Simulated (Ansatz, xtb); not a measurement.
C3H2ClFN2: 6 structures ranked

6 gas-phase structures of C3H2ClFN2, from a drawn sample of its isomers (lower ones may exist). Each was relaxed with GFN2-xTB:

A. `Fc1cn[nH]c1Cl`, a singlet
B. `Fc1c[nH]nc1Cl`, a singlet
C. `Fc1cc(Cl)n[nH]1`, a singlet
D. `Fc1cc(Cl)[nH]n1`, a singlet
E. `Fc1[nH]ncc1Cl`, a singlet
F. `Fc1n[nH]cc1Cl`, a singlet

Which do you expect lowest at r2SCAN-D4/def2-SVP//GFN2-xTB, and how would the others follow?

Calculated order at r2SCAN-D4/def2-SVP//GFN2-xTB: D (0.0), F (2.2), C (2.4), E (6.0), B (6.1), A (7.4) kcal/mol. Less than 1 kcal/mol parts F and C; E and B, so the order within those pairs means little.

Energies above the lowest of each column, in kcal/mol; the last columns are at r2SCAN-D4/def2-SVP geometries:

```csv
structure,GFN2-xTB,HF/STO-3G,r2SCAN-D4/def2-SVP//GFN2-xTB,r2SCAN-D4/def2-SVP,CCSD(T)/def2-SVP + ΔMP2/def2-TZVPP
D,0.0,0.7,0.0,0.0,0.0
F,2.1,0.7,2.2,2.2,2.0
C,0.8,0.0,2.4,2.2,2.4
E,3.4,1.2,6.0,5.9,5.7
B,3.8,3.7,6.1,6.0,5.7
A,3.9,4.6,7.4,7.4,6.8
```

CCSD(T)/def2-SVP + ΔMP2/def2-TZVPP puts D lowest; HF/STO-3G picks C. ΔMP2 is the change of the MP2 energy from the smaller to the larger basis.

Over these structures GFN2-xTB departs from r2SCAN-D4/def2-SVP//GFN2-xTB by 1.1 kcal/mol on average once a common shift is removed. A GFN2-xTB relaxation took about 0.046 s and the r2SCAN-D4/def2-SVP//GFN2-xTB energy about 1.9 s on a shared host (Ansatz 0.2.0, xtb 6.7.1).
